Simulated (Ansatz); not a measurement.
Reaction (formal exchange of groups at a B–Si bond): `C[SiH](O)BO` + `CO[SiH3]` → `CO[SiH2]BO` + `C[SiH2]O`

Calculated with Ansatz (gas phase, PBE0-D4/def2-TZVP geometries, no zero-point term in ΔE). CCSD(T)/CBS adds triple-zeta CCSD(T) − MP2 to the extrapolated MP2 energy (def2 sets, frozen cores). This one scheme is used for every species. Functionals use def2-TZVPP. One conformer a species, not always the lowest.

```csv
level,ΔE (kJ/mol)
r2SCAN-D4,-16.5
ωB97M-V,-15.9
PBE0,-15.6
SCS-MP2/def2-QZVPP,-13.4
```

(1) What does CCSD(T)/CBS give? (Best estimate.)

Largest T1 diagnostic among the species: 0.013.

Answers

(1) Computed: -15.0 kJ/mol. The listed levels differ from it by -1.5, -0.9, -0.6, 1.6 kJ/mol.

In def2-TZVPP, CCSD(T) changes the Hartree–Fock value by −5.7 kJ/mol (the triples alone add −1.1 kJ/mol) and MP2 by −5.9 kJ/mol.
